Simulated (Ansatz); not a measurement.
`C=C(N)[SiH2][SiH3]` → `C=C(N)[SiH3]` + `[SiH2]` at 298.15 K and 1 bar (silylene loss).

Program: Ansatz. Geometries: PBE0-D4/def2-TZVP. ΔE: electronic, gas phase. CCSD(T)/CBS adds triple-zeta CCSD(T) − MP2 to the extrapolated MP2 energy (def2 sets, frozen cores). This one scheme is used for every species. Each species was taken in one conformer, which may not be the lowest.

| species | CCSD(T)/CBS energy (Eh) | H − E (kJ/mol) | S (J/(mol·K)) |
| --- | --- | --- | --- |
| `C=C(N)[SiH2][SiH3]` | -714.34823 | 290.7 | 376.4 |
| `C=C(N)[SiH3]` | -424.06738 | 239.3 | 314.6 |
| `[SiH2]` | -290.19011 | 40.6 | 207.5 |

H − E and S are ideal-gas, rigid-rotor, harmonic terms from PBE0-D4/def2-TZVP, for one conformer and one mirror image of each species. 1 Eh = 2625.50 kJ/mol, R = 8.31446 J/(mol·K).

Task: By hand: ΔE, ΔH, ΔS and ΔG.

Result: ΔE = (-424.06738) + (-290.19011) − (-714.34823) = 0.09074 Eh = 238.2 kJ/mol. Δ(H − E) = 239.3 + 40.6 − 290.7 = -10.8, so ΔH = 227.4 kJ/mol. ΔS = 314.6 + 207.5 − 376.4 = 145.7 J/(mol·K). ΔG = 227.4 − 298.15 × (145.7)/1000 = 184.0 kJ/mol.

Task: By hand: the equilibrium constant, and the temperature at which ΔG would vanish if ΔH and ΔS stayed fixed.

Result: log₁₀ K = −ΔG/(RT ln 10) = -32.2. ΔG = 0 at ΔH/ΔS = 1561 K.

The number of gas molecules changes by +1, which sets the sign of ΔS. A doubt of 5 kJ/mol in ΔE shifts log₁₀ K by 0.9 here. Other conformers and mirror images would add mixing entropy, several J/(mol·K) or more a flexible species. Modes under 60 cm⁻¹, often nearly free rotors, make the harmonic entropy too high. These are equilibria of isolated gas molecules and say nothing of rates. Largest T1 diagnostic: 0.014 (customary marks: 0.02 for closed shells, 0.045 for open ones).
